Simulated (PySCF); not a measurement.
**Sc²⁺ (scandium, charge +2) across methods**

[Ar] 4s1, 2S determinant (an excited configuration). Computed with PySCF 2.14 in x2c-TZVPPall with one added diffuse shell each of s, p, d, f type (7s6p5d3f1g, 80 functions), with scalar relativity by spin-free X2C-1e.

```tsv
method	E (hartree)	mean ε 3p α (eV)	mean ε 3p β (eV)	mean ε 4s α (eV)	Σ⟨r²⟩ (bohr²)	⟨S²⟩
UHF	-762.51975	-64.175	-63.992	-20.849	23.51	0.750
r2SCAN0	-763.283	-58.254	-58.090	-19.246	23.25	0.750
MN15	-763.608	-58.751	-58.565	-19.277	23.14	0.750
M06	-763.309	-57.636	-57.482	-18.989	23.00	0.751
LDA	-761.329	-55.099	-54.931	-18.660	23.07	0.750
PBE0	-763.144	-57.677	-57.488	-19.160	23.18	0.750
PW91	-763.336	-55.169	-54.976	-18.517	23.11	0.750
r2SCAN	-763.283	-55.960	-55.797	-18.543	23.25	0.750
PBE	-763.099	-55.078	-54.882	-18.450	23.13	0.750
```
